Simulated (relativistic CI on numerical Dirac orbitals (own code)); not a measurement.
# Crystal-field levels of Tc3+, 4d4

Calculated by Dirac-Coulomb-Breit CI, separate exchange-only KLI orbitals for each configuration, a model potential for QED, valence Slater integrals scaled by 0.7, one configuration in a parametric crystal field (own radial code).

Field parameters in Wybourne normalisation: Oh B⁴₀ = 21Dq, B⁴₄ = √(5/14) B⁴₀. The field is a parameter set, without covalency.

S is read from ⟨S²⟩ = S(S + 1).

Site symmetry Oh; labels are those of the double group. Computed levels in cm⁻¹ above the lowest, in rising order:

| Δ (size of 10Dq) | Lowest | No. 2 | No. 3 | No. 4 | No. 5 | No. 6 | No. 7 | No. 8 |
| --- | --- | --- | --- | --- | --- | --- | --- | --- |
| 6000 | A1 | 177 T1 | 334 E | 426 T2 | 523 A2 | 6004 T2 | 6035 T1 | 6069 A1 |
| 10750 | A1 | 260 T1 | 475 E | 587 T2 | 707 A2 | 3886 A1 | 4324 T1 | 4728 T2 |
| 15550 | A1 | 679 T1 | 1477 E | 1691 T2 | 2634 A2 | 3009 T2 | 3235 T1 | 3250 E |
| 20350 | A1 | 676 T1 | 1557 E | 1587 T2 | 6803 A2 | 6856 T2 | 6910 E | 6956 T1 |
| 25100 | A1 | 646 T1 | 1520 E | 1522 T2 | 8433 T2 | 9246 E | 11317 A2 | 11342 T2 |
| 29900 | A1 | 627 T1 | 1493 T2 | 1499 E | 8519 T2 | 9285 E | 15973 A2 | 15988 T2 |
| 34700 | A1 | 614 T1 | 1476 T2 | 1486 E | 8598 T2 | 9316 E | 18577 A1 | 20671 A2 |
| 39500 | A1 | 605 T1 | 1466 T2 | 1476 E | 8667 T2 | 9342 E | 18989 A1 | 25394 A2 |
| 44250 | A1 | 598 T1 | 1458 T2 | 1469 E | 8727 T2 | 9361 E | 19317 A1 | 30084 A2 |

Ground-state S against |10Dq| in cm⁻¹: 6000: 1.97, 10750: 1.88, 15550: 1.26, 20350: 1.04, 25100: 1.01, 29900: 1.00, 34700: 1.00, 39500: 1.00, 44250: 1.00.

The spin changes between |10Dq| = 10750 and 15550 cm⁻¹.
